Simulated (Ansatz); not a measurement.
Energy needed to pull apart SiH2SeO (SMILES O=[SiH][SeH]), singlet, into free ground-state atoms, from the structure below (displaced at random from a GFN2-xTB minimum); no zero-point or spin–orbit terms; open-shell atoms are treated unrestricted, in their ground-state multiplicity.

| atom | x (Å) | y (Å) | z (Å) |
| --- | --- | --- | --- |
| O1 | -1.4174 | -0.5420 | 1.4965 |
| Si2 | -0.5384 | -0.4505 | 0.0676 |
| Se3 | 0.9071 | 1.4634 | -0.3085 |
| H4 | -0.9030 | -1.1215 | -0.9992 |
| H5 | 1.8689 | 0.6633 | 0.1171 |

Ansatz 0.2.0; basis: def2-TZVPP; cores frozen in the correlated methods. Filled d shells of the heavier atoms are correlated. The def2 sets are not built for correlating such inner shells, so the correlated values are less sure here.

```tsv
method	atomization energy (kcal/mol)
PBE-D4	346.2
r2SCAN-D4	337.8
PBE0-D4	?
BHLYP-D4	?
CAM-B3LYP-D4	330.2
wB97M-V	332.4
HF	190.5
MP2	337.5
CCSD	312.1
CCSD(T)	324.5
```

Q: What does BHLYP-D4 give? (An estimate is asked for; the value comes from the calculation.)

A: Computed: 309.6 kcal/mol, which is about 14.9 kcal/mol less than CCSD(T)/def2-TZVPP.

Q: What does PBE0-D4 give? (Judge from chemistry; the value comes from the calculation.)

A: Computed: 327.2 kcal/mol, which is about 2.7 kcal/mol more than CCSD(T)/def2-TZVPP.

In triple zeta the MP2 and coupled-cluster atomization energies are still short of their basis limit by a few kcal/mol a bond, whereas those of the functionals are nearly converged, so these differences are not deviations from converged CCSD(T).

The T1 diagnostic stays at or below 0.023. The restricted Hartree–Fock reference is unstable towards an unrestricted one here.

For scale, one of the runs: CCSD(T)/def2-TZVPP forces, 149 basis functions (an equivalent command: `ansatz run in.yaml --threads 4`). The run took 62 s on 4 CPU threads (shared host), with 1.6 GiB of host memory at its peak.
